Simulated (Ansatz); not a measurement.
Ansatz (a program for electronic structure) input (RI-MP2/aug-cc-pVTZ):
A basis named .json is the Basis Set Exchange file of that set.

Ansatz 0.2 input:
```yaml
crystal:
  periodic: [false, false, false]
  atoms:
    - {symbol: C, position_ang: [2.51877549, -0.25736587, 0.21660325]}
    - {symbol: C, position_ang: [1.15759880, -0.37143427, 0.20793540]}
    - {symbol: C, position_ang: [0.20241614, 0.61978070, -0.25866838]}
    - {symbol: C, position_ang: [-1.14764683, 0.58559799, -0.30021225]}
    - {symbol: C, position_ang: [-2.01532063, -0.55298305, 0.15415027]}
    - {symbol: H, position_ang: [2.76363021, 0.75080772, -0.20703965]}
    - {symbol: H, position_ang: [0.70520986, -1.29680423, 0.58659423]}
    - {symbol: H, position_ang: [0.67410695, 1.53038168, -0.63129007]}
    - {symbol: H, position_ang: [-1.67564309, 1.45154281, -0.69549726]}
    - {symbol: H, position_ang: [-2.71143851, -0.24929077, 0.94805882]}
    - {symbol: H, position_ang: [-2.63398510, -0.95149831, -0.66175544]}
    - {symbol: H, position_ang: [-1.41681820, -1.37671172, 0.54207964]}
basis:
  gaussian:
    orbitals: aug-cc-pVTZ
    fitting: {mean_field: def2-universal-jkfit, correlation: aug-cc-pVTZ-RIFIT.json}
total_charge: -1
magnetization: {spin_polarized: false}
correlation: {method: mp2, electrons: outside_noble_gas}
```

Output:

```
Functional definition: HF
integrals: 0.61 GiB planned
501 factors; integrals over basis functions are off by at most 9.8e-1 eV
mean field: 1.32 GiB planned
mean field evaluation 1: about -5257.4817 eV, gradient 3.4e1 eV
mean field evaluation 2: about -5260.7768 eV, gradient 1.7e1 eV
mean field evaluation 4: about -5261.6912 eV, gradient 1.6e0 eV
mean field evaluation 8: about -5261.7060 eV, gradient 2.6e-6 eV
mean field -5261.70596355 eV, -193.3641276479 hartree, gradient 2.6e-6 eV, S^2 0.000000; 0 other end points of the search recorded, 0 dependent functions left out; unrestricted orbitals would lower it
5 core orbitals not correlated
852 factors; their error is unknown
reference -5261.70596355 eV, -193.3641276479 hartree; 14, 14 occupied and 372, 372 virtual orbitals, 852 factors
second order -23.14387653 eV of doubles, -0.00000000 eV of singles
Total energy: -5284.84984008 eV, -194.2146494230 hartree
```

It need not be the lowest isomer of its formula. Whether it binds its extra electron was not tested at this geometry.
